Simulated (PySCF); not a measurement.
C₆ coefficients of unlike pairs at UHF

Calculated with PySCF 2.14 from the dipole response of each species, C₆(A,B) = (3/π) ∫ α_A(iu) α_B(iu) du, in atomic units, from isotropic polarisabilities. For ions this is the dispersion term alone; charge-induced terms of lower order in 1/R come first.

| species | configuration | basis | relativity | α (bohr³) | C₆ (like pair) |
| --- | --- | --- | --- | --- | --- |
| Rh⁺ | [Kr] 4d8 (3F) | def2-TZVPPD with the def2 core potential (28 electrons) (6s4p3d2f1g) | core potential | 9.225 | 47.23 |
| Ag⁺ | [Kr] 4d10 (1S) | x2c-TZVPPall with one added diffuse shell each of s, p, d, f type (9s7p7d3f1g) | spin-free X2C | 8.729 | 51.30 |
| N⁺ | [He] 2s2 2p2 (3P) | aug-cc-pVQZ (6s5p4d3f2g) | none | 3.930 | 8.228 |
| C²⁺ | [He] 2s2 (1S) | dyall-av3z (15s9p3d2f) | spin-free X2C | 4.500 | 7.093 |

Estimate C₆ for N⁺ with Ag⁺.

The integral gives 20.38. The combination rule 2 C_A C_B / (C_A α_B/α_A + C_B α_A/α_B) gives 20.41 and the geometric mean 20.55.

No spin-orbit coupling is included.

The other pairs:

```csv
pair,C₆
"Ag⁺, Rh⁺",49.13
"C²⁺, Rh⁺",17.36
"C²⁺, Ag⁺",17.96
"N⁺, Rh⁺",19.54
"C²⁺, N⁺",7.443
```
